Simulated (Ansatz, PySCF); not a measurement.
Gas-phase reaction (SMILES): [AlH3] (AlH3) + Cl (HCl) -> [AlH2][Cl] + [H][H] (H2); hydrogen chloride cleaves one Al-H bond, a model of a ligand-exchange step.

Structures are relaxed separately at B3LYP-D3(BJ)/def2-TZVP in Ansatz (a first-principles code). Valence correlation only, unless marked. Spin-orbit coupling is left out. No relativistic terms. CBS marks a two-point X^-3 extrapolation of the correlation energy; Hartree-Fock from the larger set (for Q and 5 zeta extrapolated as (X+1)exp(-9√X)). Thermal terms are rigid-rotor harmonic-oscillator values from B3LYP-D3(BJ) frequencies (Ansatz or PySCF) at 298.15 K and 1 atm. 1 Eh = 627.5095 kcal/mol.

```
species        E, CCSD(T)/CBS(cc-pV(Q+d)Z,cc-pV(5+d)Z) (Ansatz) (Eh)  E, wB97M-V/def2-TZVPD (Ansatz) (Eh)  H - E (Eh)  G - E (Eh)
-------------  -----------------------------------------------------  -----------------------------------  ----------  ----------
[AlH3] (AlH3)                                             -243.77576                           -244.17000     0.02256    -0.00097
Cl (HCl)                                                  -460.37772                           -460.79070     0.01000    -0.01120
[AlH2][Cl]                                                -703.03884                           -703.85722     0.01898    -0.00978
[H][H] (H2)                                                 -1.17453                             -1.16077     0.01336    -0.00144
```

Question: Work out ΔE and ΔH, ΔG, ΔS and the equilibrium constant at 298.15 K at the first level, then ΔH at the second.

Answer: 
1. ΔE = [(-703.03884) + (-1.17453)] - [(-243.77576) + (-460.37772)] = -0.05989 Eh = -37.6 kcal/mol at CCSD(T)/CBS(cc-pV(Q+d)Z,cc-pV(5+d)Z).
2. The terms H - E add up to -0.00022 Eh, so ΔH = (-0.05989 + (-0.00022))×627.5095 = -37.7 kcal/mol.
3. The terms G - E add up to 0.00095 Eh, so ΔG = -37.0 kcal/mol, and ΔS = (-0.00022 - (0.00095))×627509.5/298.15 = -2.5 cal/(mol K).
4. log10 K = -ΔG/(RT ln 10) = 27.1, with RT ln 10 = 1.3642 kcal/mol.
5. At wB97M-V/def2-TZVPD the same steps give ΔE = -36.0 and ΔH = -36.1 kcal/mol, a shift of +1.6 from the first level.
6. These values are not checked against measurement here, since the tables used lack a sound gas-phase enthalpy of formation for at least one species.
